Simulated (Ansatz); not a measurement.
Mulliken charges of `[GaH2][SiH]1OCS1` from ωB97M-V/def2-TZVPP in Ansatz (PBE0-D4/def2-TZVP geometry).

| atom | x (Å) | y (Å) | z (Å) | charge (e) |
| --- | --- | --- | --- | --- |
| Ga1 | -1.886 | 0.276 | -1.350 | 0.118 |
| Si2 | -0.287 | -0.787 | 0.107 | 0.316 |
| O3 | 0.225 | 0.095 | 1.437 | -0.384 |
| C4 | 1.551 | 0.375 | 1.033 | -0.006 |
| S5 | 1.699 | -0.428 | -0.636 | -0.230 |
| H6 | -2.520 | 1.669 | -1.005 | -0.017 |
| H7 | -2.188 | -0.384 | -2.745 | -0.024 |
| H8 | -0.585 | -2.199 | 0.489 | -0.036 |
| H9 | 2.272 | -0.068 | 1.723 | 0.132 |
| H10 | 1.719 | 1.451 | 0.947 | 0.130 |

Question: By hand: the dipole of these point charges (1 e Å = 4.8032 D).

Answer: Σ q r = (-0.160, 0.083, -0.121) e Å, of length 0.217 e Å = 1.04 D.

Question: How does the dipole of the full density compare? (Estimate.)

Answer: Ansatz gave: (-0.097, 0.008, 0.051) e Å, 0.53 D; the point charges give 1.96 times that, at 65° from its direction.

Point charges leave out the atoms' own dipoles, such as those of lone pairs, and Mulliken's split depends on the basis, so the two needn't agree.
